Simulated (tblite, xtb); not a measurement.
F2Mg, charge -1, doublet, at a GFN2-xTB geometry (such geometries of metal compounds can be far from the true shape) (a state made from the parent by changing its charge; the spin is typed, not shown lowest). Base run: GFN1-xTB in xtb 6.7.1.

Geometry (Å):
```xyz
3

Mg     0.0000     0.0000     0.0000
F      0.0000     0.0000     1.7982
F      0.0000     0.0000    -1.7982
```
Charge -1, spin multiplicity 2.
All else is at xtb's defaults.
Base energy -11.25744 Eh.

Programs used: tblite, xtb; a row that names a program was run with it.

The base run was repeated with changes; each row names its change, and settings that it needs were set with it.

```csv
change,ΔE vs base (kJ/mol),SCF cycles
base,0.00,9
program = tblite; method = gfn1,0.00,-
program = tblite; method = gfn1; option = --grad,0.00,-
alpb = water,-268.9,9
"program = tblite; method = gfn1; option = (--alpb, water)",-268.6,-
acc = 0.1,0.00,10
acc = 0.0001,0.00,10
acc = 1000,0.00,6
file = coord,0.00,9
"program = tblite; method = gfn1; option = (--etemp, 2000)",0.00,-
program = tblite; method = gfn1; option = --spin-polarized,-15.13,-
```

ALPB and GBSA are two models with their own fitted parameters for each solvent, which aren't always the measured dielectric constant.
